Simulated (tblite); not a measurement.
Species: C7H8Cl (doublet state).
Bonds: C1–C2, C2–C3 (double), C3–C4, C4–C5 (double), C5–C6, C6–C7, C7–Cl8, C2–C7. Hydrogens: H9, H10, H11 on C1; H12 on C3; H13 on C4; H14 on C5; H15, H16 on C6.

Computed geometry: GFN2-xTB, gas phase. This method treats the open shell by occupation alone, without spin polarisation.

**Question.** Give the optimised bond lengths and angles.

**Answer.** 
| bond | length (Å) |
| --- | --- |
| C1–C2 | 1.499 |
| C2=C3 | 1.404 |
| C3–C4 | 1.405 |
| C4=C5 | 1.353 |
| C5–C6 | 1.491 |
| C6–C7 | 1.490 |
| C7–Cl8 | 1.728 |
| C2–C7 | 1.366 |
| C1–H9, C1–H10, C1–H11 | 1.088 |
| C3–H12 | 1.078 |
| C4–H13 | 1.080 |
| C5–H14 | 1.079 |
| C6–H15, C6–H16 | 1.102 |

Bonds in one row agree within 0.01 Å and their mean is given. A selection of angles:
| angle | degrees |
| --- | --- |
| C1–C2–C3 | 120.3 |
| C1–C2–C7 | 121.0 |
| C3–C2–C7 | 118.8 |
| C2–C3–C4 | 120.9 |
| C3–C4–C5 | 121.7 |
| C4–C5–C6 | 122.1 |
| C5–C6–C7 | 112.2 |
| C6–C7–Cl8 | 115.1 |
| C2–C7–C6 | 124.4 |
| C2–C7–Cl8 | 120.4 |

Dihedral angles: C1–C2–C3–C4 180° (antiperiplanar); C2–C3–C4–C5 0° (synperiplanar); C3–C4–C5–C6 0° (synperiplanar); C4–C5–C6–C7 0° (synperiplanar); C5–C6–C7–Cl8 180° (antiperiplanar); C1–C2–C7–C6 180° (antiperiplanar).

C3 (carbon bonded to 2 C and H) is planar (angles 120.9°, 119.9° and 119.2°, sum 360.0°, 0.00 Å off the plane of its three neighbours). The 6-membered ring C2–C3–C4–C5–C6–C7 has internal angles of 112.2° to 124.4° (sum 720°, against 720° for a flat polygon); it is planar, 0.00 Å rms from its mean plane, widest ring torsion 0°. C7 (carbon bonded to 2 C and Cl) is planar (angles 124.4°, 120.4° and 115.1°, sum 360.0°, 0.00 Å off the plane of its three neighbours). C4 (carbon bonded to 2 C and H) is planar (angles 121.7°, 119.8° and 118.5°, sum 360.0°, 0.00 Å off the plane of its three neighbours). C2 (carbon bonded to 3 C) is planar (angles 121.0°, 120.3° and 118.8°, sum 360.0°, 0.00 Å off the plane of its three neighbours). C5 (carbon bonded to 2 C and H) is planar (angles 122.1°, 121.3° and 116.6°, sum 360.0°, 0.00 Å off the plane of its three neighbours). Of the pairs four or more bonds apart, H10···H12 is among the closest relative to their van der Waals radii: 2.33 Å, 97 % of the sum of Bondi's values.

Point group: Cs (every atom within 0.08 Å of its image). Its GFN2-xTB frequencies are all real (lowest 82 cm⁻¹). 2 starts were optimised and ended at 0.00 and 0.09 kcal/mol (GFN2-xTB); the lowest of these is shown.
